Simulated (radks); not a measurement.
Task: All-electron atom: the silicon ion Si+ in [Ne] 3s2 3p0.75 4s0.25 (fractional occupations, a model configuration). Calculated with a radial shooting solver on a logarithmic mesh with Libxc functionals: Dirac Kohn-Sham, SOGGA, spin-unpolarised, spherical densities, finite nucleus; open shells fill j = l - 1/2 first; Fermi nuclear charge, rms radius 3.1224 fm. Some entries of the table are withheld. Estimate them.

orbital  occ.  eigenvalue (eV)  <1/r> (bohr^-1)  <r^2> (bohr^2)
1s1/2       2        -1793.063            13.62             (1)
2s1/2       2        -149.8775            2.580          0.3861
2p1/2       2              (2)            2.470          0.3625
2p3/2       4              (3)            2.457          0.3654
3s1/2       2         -19.8763           0.6650           4.793
3p1/2    0.75         -12.4337           0.5543           6.810
3p3/2       0         -12.3909           0.5527           6.844
4s1/2    0.25          -4.9181           0.2344           35.99
3d3/2       0              (4)           0.3029           21.39
3d5/2       0              (5)           0.3028           21.40
4p1/2       0          -3.4641           0.1908             (6)
4p3/2       0          -3.4577           0.1904             (7)

Result: 
(1) 1s1/2 <r^2> (bohr^2): 0.01672
(2) 2p1/2 eigenvalue (eV): -106.5941
(3) 2p3/2 eigenvalue (eV): -105.9473
(4) 3d3/2 eigenvalue (eV): -4.1210
(5) 3d5/2 eigenvalue (eV): -4.1204
(6) 4p1/2 <r^2> (bohr^2): 54.16
(7) 4p3/2 <r^2> (bohr^2): 54.33
